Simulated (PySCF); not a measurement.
C2BrCl2F, SMILES C(=C(\Cl)Br)(/F)Cl.

Coordinates come from a PBE0-D3(BJ)/def2-SVP optimisation. The structure was generated by enumeration; whether it is a known compound was not checked.

Two levels are set side by side: PBE/def2-TZVP (PySCF) and HF/def2-TZVP (PySCF). Same geometry, gas phase. Differences are taken from unrounded values.

```tsv
quantity	PBE
orbital gap (eV)	4.23
highest occupied level (eV)	-6.05
lowest empty level (eV)	-1.82
dipole moment (D)	0.30
mean polarisability (bohr³)	70.3
```

Q: These are the PBE values. What does HF give? (Estimate from the structure and the level; the computed values follow.)

A: 
```
quantity                        HF  PBE minus HF
---------------------------  -----  ------------
orbital gap (eV)             13.06         -8.83
highest occupied level (eV)  -9.89          3.84
lowest empty level (eV)       3.17         -4.99
dipole moment (D)             0.46         -0.15
mean polarisability (bohr³)   65.2           5.1
```

PBE's occupied levels lie high since its potential decays too fast outside the molecule; exact exchange lowers them and widens the gap. Loosely held outer electrons make PBE densities more polarisable. Differences between two approximate levels are no errors against the true value.

Rough cost on one machine, each run with all the roots and properties that it gave: HF against PBE within a factor of 2.
